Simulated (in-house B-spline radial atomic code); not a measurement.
Relativistic effects in Cu3+, [Ar] 3d8: non-relativistic Hartree-Fock (point nucleus) against Dirac-Hartree-Fock (Fermi nucleus of rms radius 3.8823 fm), both averages of the configuration, computed with a radial B-spline atomic code at the basis-set limit.

```
orbital  ε NR (Eh)  ε Dirac (Eh)  <r> NR (bohr)  <r> Dirac (bohr)  change of <r> (%)
  1s1/2    -330.56       -334.42        0.05288            0.0521               -1.5
  2s1/2    -42.624       -43.469         0.2376            0.2339               -1.5
  2p1/2    -37.419             ?         0.2075                 ?                  ?
  2p3/2    -37.419       -37.351         0.2075            0.2072               -0.2
  3s1/2    -6.7508       -6.8943          0.714            0.7047               -1.3
  3p1/2    -5.0389             ?          0.741                 ?                  ?
  3p3/2    -5.0389       -5.0403          0.741              0.74               -0.1
  3d3/2    -2.2391       -2.2316         0.8422            0.8429               +0.1
  3d5/2    -2.2391       -2.2186         0.8422            0.8473               +0.6
```

Problem. What happens to 2p1/2?

Solution. Its energy goes to -38.114 hartree and <r> to 0.2039 bohr (-1.74 %).

Problem. What happens to 3p1/2?

Solution. Its energy goes to -5.1442 hartree and <r> to 0.7309 bohr (-1.37 %).

Problem. What explains the pattern of contraction and expansion?

Solution. Expansion is seen in 3d3/2, 3d5/2. The s and p1/2 orbitals contract directly, screen the nucleus better, and so push out orbitals that have little density near the nucleus; spin-orbit coupling adds to this for j = l + 1/2 and opposes it for j = l - 1/2.

Problem. By how much does the total energy change?

Solution. By -14.504 hartree, from -1636.756 to -1651.261.
